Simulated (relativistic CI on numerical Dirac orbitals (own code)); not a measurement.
**Tm IV: q coefficients and field-shift factors**

Method of calculation: Dirac-Coulomb-Breit CI, separate exchange-only KLI orbitals for each configuration, valence Slater integrals scaled by 0.85, P86 correlation energy added to each configuration, derivatives by finite differences, QED left out (own radial code, finite nucleus).

Configurations in the expansion (outside the closed core [Kr] 4d10 5s2): 4f¹²5p⁶, 4f¹¹5p⁶5d, 4f¹¹5p⁶6s, 4f¹¹5p⁶6p, 4f¹⁴5p⁴, 4f¹³5p⁵, 4f¹⁰5p⁶6s². Levels of other configurations are missing.

With x = (α/α₀)² − 1 an excitation energy changes as ω = ω₀ + qx; K = 2q/ω₀ is the relative enhancement. Terms are leading LS components, so labels can repeat. The field-shift factor is F = δν/δ⟨r²⟩ for the transition from the lowest level.

Lowest level 4f¹²5p⁶ ³H6.

| Level | ω₀ (cm⁻¹) | q (cm⁻¹) | F (GHz/fm²) |
| --- | --- | --- | --- |
| 4f¹²5p⁶ ³F4 | 5626.9 | -712.5 | 0.141 |
| 4f¹²5p⁶ ³H5 | 8070.8 | 7435 | 0.388 |
| 4f¹²5p⁶ ³H4 | 12410.6 | 8400 | 0.527 |
| 4f¹²5p⁶ ³F3 | 14819.1 | 7210 | 0.559 |
| 4f¹²5p⁶ ³F2 | 15660.3 | 4663 | 0.524 |
| 4f¹²5p⁶ ¹G4 | 20349.5 | 13950 | 0.871 |
| 4f¹²5p⁶ ¹D2 | 29525.2 | 5049 | 0.898 |
| 4f¹²5p⁶ ¹I6 | 35262.9 | 5134 | 1.04 |
| 4f¹²5p⁶ ³P0 | 38362.8 | 3155 | 1.07 |
| 4f¹²5p⁶ ³P1 | 39363.6 | 6170 | 1.16 |
| 4f¹²5p⁶ ³P2 | 40312.3 | 9882 | 1.27 |
| 4f¹¹5p⁶5d ⁵G°6 | 54247.7 | -42800 | 15.5 |
| 4f¹¹5p⁶5d ⁵H°7 | 55329.8 | -42240 | 15.6 |

For a near-neutral ion this model can misplace configurations by up to about 10,000 cm⁻¹ (more where the count of f electrons changes) and terms by 10 to 25 % of their spread. Rates follow the energies as ν³ (E1, M1) or ν⁵ (E2), so they and the lifetimes can be off by large factors. The fine structure of a lone outer electron comes out too small, for d and f at times inverted, and misplaced configurations move strength between like terms.

Task: Which transition from the lowest level has the largest |K|?

Result: 4f¹²5p⁶ ³H5 at 8070.8 cm⁻¹, K = 1.84.
